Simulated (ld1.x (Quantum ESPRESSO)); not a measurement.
**Which change was made? (Be, ultrasoft)**

Be (Z = 4), ultrasoft, made with ld1.x (Quantum ESPRESSO) 7.5 (PBEsol, non-relativistic). Core none, reference 1s2 2s2 2p0. Waves: 1s (bound): rcut 0.65, rcutus 0.75 bohr; 2s (bound): rcut 0.65, rcutus 0.75 bohr; 2p (bound, empty): rcut 3.70, rcutus 4.45 bohr; 2p channel at 1.4 Ry: rcut 3.70, rcutus 4.45 bohr; 3d channel at 0.15 Ry: rcut 4.15, rcutus 4.55 bohr; 3d channel at 2.5 Ry: rcut 4.15, rcutus 4.55 bohr. Local part: all-electron potential smoothed inside 0.70 bohr (lloc = -1). Core correction: none. Augmentation charge: PSQ, radius 0.55 bohr.

Cutoffs, loose and tight: the cutoffs (Ry, on a coarse ladder) from which the occupation-weighted sum of valence levels, in a spherical-Bessel basis at the reference potential, stays within 10 and 1 mRy of its value at 400 Ry. They do not see the model core or the augmentation charge, which bear on the density cutoff. Test errors are all-electron minus pseudo excitation energies from the reference, over the configurations 1s2 2s1 2p0; 1s2 2s0 2p0; 1s2 2s1.5 2p0; 1s2 2s0 2p2; 1s2 2s0 2p1; 1s1 2s2 2p0; 1s2 2s1 2p1; variants that change the core or the reference have their own tests. The largest error is taken over the tests solved by every variant that gives reliable tests at all, those not shown here included: 1s1 2s2 2p0; 1s2 2s0 2p0; 1s2 2s1.5 2p0.

The base gives: outcome: generated; cutoff, loose: 120 Ry; cutoff, tight: 180 Ry; bound ghosts: none; largest test error (meV): +532.

Task: After one change the result is: outcome: generated; cutoff, loose: 120 Ry; cutoff, tight: 180 Ry; bound ghosts: none; largest test error (meV): +328. Which change was it?
A. local potential all-electron potential smoothed inside 3.78 bohr (lloc = -1)
B. wave 3d channel at 2.5 Ry: rcut 4.15, rcutus 4.55 bohr becomes 3d channel at 0.11 Ry: rcut 4.15, rcutus 4.55 bohr
C. all radii scaled by about 0.93 (s 0.70, p 4.12, d 4.20 bohr, rcut 0.60/3.42/3.84); local potential all-electron potential smoothed inside 0.64 bohr (lloc = -1); augmentation PSQ, radius 0.50 bohr

Result: C. The others give: local potential all-electron potential smoothed inside 3.78 bohr (lloc = -1) → outcome: generated; cutoff, loose: 140 Ry; cutoff, tight: 180 Ry; bound ghosts: none; largest test error (meV): test run stopped at test 1 of 7 (negative rho) | wave 3d channel at 2.5 Ry: rcut 4.15, rcutus 4.55 bohr becomes 3d channel at 0.11 Ry: rcut 4.15, rcutus 4.55 bohr → outcome: generated, overlap not positive; bound ghosts: not determined (overlap not positive); largest test error (meV): +532. A file whose overlap is not positive is unfit for use, and its test errors describe a broken file.
